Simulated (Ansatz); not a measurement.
# Cost against result

Saddle point of AlSiH7SO, closed shell (AlH₃S ([AlH2][SH]) + SiH₄O ([OH][SiH3]) → AlSiH₅O ([AlH2][O][SiH3]) + H₂S (still joined by a long Al–S bond); bonds formed: S2–H5; dative contacts that become bonds: Al1–O6; bonds broken: H5–O6; bonds weakened to dative contacts: Al1–S2), PBE0-D4/def2-TZVP structure:

```
11
angstrom
Al -0.0744 -0.7213 -1.4110
S 2.1208 0.2750 -1.3551
H 0.0327 -2.2893 -1.2168
H -0.9487 -0.0172 -2.5256
H 1.0719 0.4873 -0.1883
O -0.1317 0.1798 0.1845
Si -0.9981 0.6222 1.5193
H 2.6855 -0.7859 -0.7538
H -0.1570 0.4252 2.7260
H -1.3879 2.0506 1.4184
H -2.2130 -0.2264 1.6022
```

Barriers are electronic and count from the start structure reached by relaxing down the imaginary mode.

Program: Ansatz 0.2.0. Basis: as named in each row. Cores are frozen in the correlated methods. B3LYP uses VWN-RPA correlation. Extrapolation: Hartree–Fock as exp(−7.88 √X), correlation as X^−2.97.

Times are rough, for one single point on 4 threads of a shared host (AMD EPYC).

The estimate by CCSD(T) at an estimated basis limit (MP2 extrapolated from triple and quadruple zeta, plus CCSD(T) − MP2 in triple zeta) is 0.466 eV.

```tsv
method	basis	time (s)	barrier (eV)	method less estimate
HF	STO-3G	1	1.063	0.597
PBE-D4	STO-3G	3	-0.188	-0.655
SPW92	def2-TZVPP	3	0.128	-0.338
SPW92	def2-SVP	3	0.096	-0.370
PBE-D4	def2-TZVPP	4	0.241	-0.225
BLYP-D4	def2-TZVPP	4	0.274	-0.192
PBE-D4	def2-SVP	6	0.209	-0.257
B3LYP-D4	6-31G	6	0.541	0.074
B3LYP-D4	def2-TZVPP	6	0.368	-0.098
BHLYP-D4	def2-TZVPP	6	0.516	0.050
PBE0-D4	def2-SVP	7	0.339	-0.127
PBE0-D4	def2-TZVPP	7	0.361	-0.105
r2SCAN-D4	def2-TZVPP	8	0.293	-0.173
CAM-B3LYP-D4	def2-TZVPP	8	0.402	-0.065
r2SCAN0-D4	def2-TZVPP	9	0.390	-0.076
RPA on PBE	def2-TZVPP	10	0.406	-0.060
B2PLYP	def2-TZVPP	11	0.392	-0.074
PBE-QIDH	def2-TZVPP	12	0.422	-0.045
B97M-V	def2-TZVPP	14	0.421	-0.045
wB97X-V	def2-TZVPP	15	0.453	-0.013
wB97M-V	def2-TZVPP	16	0.463	-0.004
CCSD(T)	def2-SVP	18	0.447	-0.020
wB97M-V	def2-SVP	19	0.423	-0.043
MP2	def2-QZVPP	96	0.389	-0.077
CCSD(T)	def2-TZVPP	200	0.452	-0.014
```

All methods are single points on the PBE0-D4 structures; a negative value means that the method puts the saddle structure below the start.

The T1 diagnostic stays at or below 0.012.

Labels in which every atom is bracketed show which atoms are joined, not bond orders.
